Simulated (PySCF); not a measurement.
Delta-SCF ions had no search for a lower state. Excitations are Tamm–Dancoff values on a coarser integration grid. The basis has no diffuse functions, so Rydberg states are missing or too high.

## C9H6N4, SMILES `C1=CC2=CC=NC3=CC=NC(=N1)N23` (charge 0, multiplicity 1)

All values below come from ωB97X-D3(BJ)/def2-TZVP // B3LYP-D3(BJ)/def2-SVP run with PySCF.

```yaml
HOMO: -7.60 eV
dipole_moment: 3.46 D
LUMO: -0.42 eV
HOMO–LUMO gap: 7.18 eV
S1 excitation (TDA): 2.34 eV
S1 oscillator strength: 0.004
brightest of the four lowest singlets (TDA): 4.63 eV
T1 excitation (TDA): 2.04 eV
S1–T1 gap (TDA): 0.31 eV
vertical ionisation energy (Delta-SCF): 7.33 eV
vertical electron affinity (Delta-SCF): 0.73 eV
total_energy: -565.9767 Ha
cost: very roughly 70 core-minutes
```

```xyz
19

C     -1.5942    -2.2106    -0.1097
C     -2.1210    -0.9235    -0.0981
C     -1.2337     0.1600    -0.0405
C     -1.6137     1.5233    -0.0219
C     -0.6287     2.4881     0.0363
N      0.6797     2.2148     0.0769
C      1.0624     0.9392     0.0604
C      2.4270     0.5766     0.1009
C      2.7684    -0.7599     0.0815
N      1.8851    -1.7606     0.0260
C      0.5883    -1.4825    -0.0140
N     -0.2998    -2.4864    -0.0697
N      0.1346    -0.1245     0.0019
H     -2.2710    -3.0729    -0.1544
H     -3.1928    -0.7335    -0.1320
H     -2.6729     1.7749    -0.0539
H     -0.9004     3.5499     0.0517
H      3.1585     1.3809     0.1463
H      3.8243    -1.0535     0.1125
```
